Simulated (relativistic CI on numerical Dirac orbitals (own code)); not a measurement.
## Radial parameters of Pt XXIV

Calculated at this level of theory: Dirac-Coulomb-Breit CI, orbitals from a KLI potential per configuration, a model potential for QED, unscaled Slater integrals (own radial code, finite nucleus).

Slater integrals F^k, G^k are unscaled and averaged over j, outside the closed core [Ar] 3d10 4d10; ζ comes from projecting the Hamiltonian with its Breit term on Σ l·s of the shell.

- 4s²4p⁶4f⁹: F^2(4f,4f) = 232100, F^4(4f,4f) = 150080, F^6(4f,4f) = 109350, ζ(4f) = 9256.4 cm⁻¹; <r>(4f) = 0.4434, <r^2>(4f) = 0.2282 (bohr units).
- 4s²4p⁶4f⁸5s: F^2(4f,4f) = 234790, F^4(4f,4f) = 151930, F^6(4f,4f) = 110730, ζ(4f) = 9498.4, G^3(4f,5s) = 35761 cm⁻¹; <r>(4f) = 0.4391, <r^2>(4f) = 0.2237, <r>(5s) = 0.7872, <r^2>(5s) = 0.6899 (bohr units).
- 4s²4p⁶4f⁷5s²: F^2(4f,4f) = 237690, F^4(4f,4f) = 153940, F^6(4f,4f) = 112240, ζ(4f) = 9743.2 cm⁻¹; <r>(4f) = 0.4347, <r^2>(4f) = 0.2189 (bohr units).

Averages of the first 7 configurations, taken without configuration mixing, which lowers the lowest level and can move excited configurations by several eV; other configurations of the list can lie among them:

| Configuration | Parity | States | Average energy above the lowest level (eV) |
| --- | --- | --- | --- |
| 4s²4p⁶4f⁹ | odd | 2002 | 19.3 |
| 4s²4p⁶4f⁸5s | even | 6006 | 89.6 |
| 4s²4p⁶4f⁷5s² | odd | 3432 | 169.3 |
| 4s²4p⁵4f¹⁰ | odd | 6006 | 506.6 |
| 4s²4p⁶4f⁸6s | even | 6006 | 343.7 |
| 4s4p⁶4f¹⁰ | even | 2002 | 687.6 |
| 4p⁶4f¹¹ | odd | 364 | 1358.5 |
